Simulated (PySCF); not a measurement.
Ionisation energy of Mo(30+) by level of theory

Mo(30+) [Ne] 3s2 → Mo(31+) [Ne] 3s1 [3s1/2^1, M_J = 1/2], as a difference of total energies. Computed with PySCF 2.14 in an uncontracted even-tempered set (19 s from 4.9 bohr⁻², ratio 2.4; 13 p from 6.4 bohr⁻², ratio 2.4; 4 d from 22 bohr⁻², ratio 2.6; 4 f from 32 bohr⁻², ratio 2.6), with the two-component X2C-1e Hamiltonian. Correlated levels: 1s2 frozen; the 52 highest virtual spinors dropped. "Screened" scales the spin-orbit matrix elements by Boettger's factors to mimic the two-electron term; Breit and QED terms are absent.

| method | ionisation energy (eV) |
| --- | --- |
| GHF (screened spin-orbit) | 1724.4 |
| GMP2 (screened spin-orbit) | 1727.5 |

Q: How much does correlation contribute at GMP2 (screened spin-orbit)?

A: 1727.5 − (1724.4) = 3.1 eV, measured against GHF (screened spin-orbit).

Breit and QED terms and the two-electron picture change are absent.

For comparison: 1730.1 ± 2.5 eV (semi-empirical (NIST evaluation); NIST Atomic Spectra Database, ionization energies).
